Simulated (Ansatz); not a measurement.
Geometry optimisation, RKS r2SCANh-D4/def2-SVP (Ansatz).

Input:

```yaml
crystal:
  periodic: [false, false, false]
  atoms:
    - { symbol: "N", position_ang: [-0.3303, -1.6372, -0.246] }
    - { symbol: C, position_ang: [0.5575, -0.5722, -0.7056] }
    - { symbol: F, position_ang: [0.7455, -0.6872, -2.081] }
    - { symbol: B, position_ang: [0.067, 0.8934, -0.3788] }
    - { symbol: F, position_ang: [-0.2673, 1.8132, -1.4607] }
    - { symbol: Al, position_ang: [-0.3069, 1.4893, 1.584] }
    - { symbol: H, position_ang: [0.14929, -2.21856, 0.40441] }
    - { symbol: H, position_ang: [-1.1084, -1.11381, 0.26652] }
    - { symbol: H, position_ang: [1.5329, -0.6795, -0.132] }
    - { symbol: H, position_ang: [-0.8477, 2.9425, 1.9267] }
    - { symbol: H, position_ang: [-0.0065, 0.4569, 2.7978] }
basis:
  gaussian: { orbitals: def2-SVP }
hamiltonian:
  xc: r2scanh
  dispersion: d4
relax:
  f_tol: 0.015
  max_steps: 40
```

Run as:

```bash
$ ansatz run input.yaml --threads 2 --pin off --max-ram 3072MiB --backend cpu --events-out ev --progress --plain --runs-dir out
```

Where does it end, and by what steps?

It converged. After 27 steps the energy has fallen by 1.464 eV; H10 moved furthest, 1.89 Å. Joined: N1–Al6.

```tsv
step	energy less start (eV)	largest force component (eV/Å)	accepted
0	0.0000	2.996	yes
1	-0.4470	2.055	yes
2	-0.5742	0.795	yes
3	-0.6062	0.606	yes
4	-0.6283	0.252	yes
5	-0.6508	0.148	yes
6	-0.6577	0.236	yes
7	-0.6736	0.645	yes
8	-0.7815	1.065	yes
9	-0.7939	1.738	yes
10	-0.8740	0.648	yes
11	-0.9053	0.307	yes
12	-0.9215	0.548	yes
13	-0.9670	0.295	yes
14	-1.0066	0.307	yes
15	-1.0690	0.230	yes
16	-1.1530	0.370	yes
17	-1.2636	0.511	yes
18	-1.3820	0.606	yes
19	-1.4088	0.838	yes
20	-1.3497	1.662	no
21	-1.4604	0.080	yes
22	-1.4622	0.050	yes
23	-1.4633	0.034	yes
24	-1.4626	0.083	no
25	-1.4636	0.016	yes
26	-1.4637	0.015	yes
27	-1.4637	0.007	yes
```

```xyz
11
Properties=species:S:1:pos:R:3
N -0.375 -0.848 0.419
C 0.503 -0.415 -0.680
F 0.259 -1.128 -1.829
B 0.369 1.192 -0.621
F 0.632 1.928 -1.684
Al -0.283 1.053 1.427
H -0.137 -1.762 0.806
H -1.339 -0.910 0.081
H 1.541 -0.631 -0.350
H -1.806 1.318 1.833
H 0.819 0.889 2.573
```

Run time: 2.6 min on 2 threads of Arm Neoverse V1, on a shared host, peak memory 0.29 GiB.
